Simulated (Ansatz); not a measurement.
Basis-set series for `[CH3][Zn][N](C)C`. The species carries charge 0 and has multiplicity 1. All single points use the PBE0-D4/def2-TZVP geometry. It is one conformer, not always the lowest.

```json
{"functional": "PBE0-D4", "basis": "def2-TZVPP", "functions": "314", "energy (Eh)": "-1953.48072", "HOMO (eV)": "-5.53", "LUMO (eV)": "0.05"}
{"functional": "PBE0-D4", "basis": "def2-QZVPP", "functions": "598", "energy (Eh)": "-1953.53496", "HOMO (eV)": "-5.55", "LUMO (eV)": "-0.18"}
{"functional": "ωB97M-V", "basis": "def2-TZVPP", "functions": "314", "energy (Eh)": "-1953.74023", "HOMO (eV)": "-7.83", "LUMO (eV)": "1.32"}
{"functional": "ωB97M-V", "basis": "def2-QZVPP", "functions": "598", "energy (Eh)": "-1953.79295", "HOMO (eV)": "-7.85", "LUMO (eV)": "0.77"}
```

(1) Give the rows for def2-SVP. (Best estimate.)

Answers

(1) Computed: 
| functional | basis | functions | energy (Eh) | HOMO (eV) | LUMO (eV) |
| --- | --- | --- | --- | --- | --- |
| PBE0-D4 | def2-SVP | 132 | -1953.02995 | -5.27 | 0.27 |
| ωB97M-V | def2-SVP | 132 | -1953.27906 | -7.58 | 1.59 |

Positive LUMOs are unbound and depend on the basis. Scalar relativity is left out up to krypton.
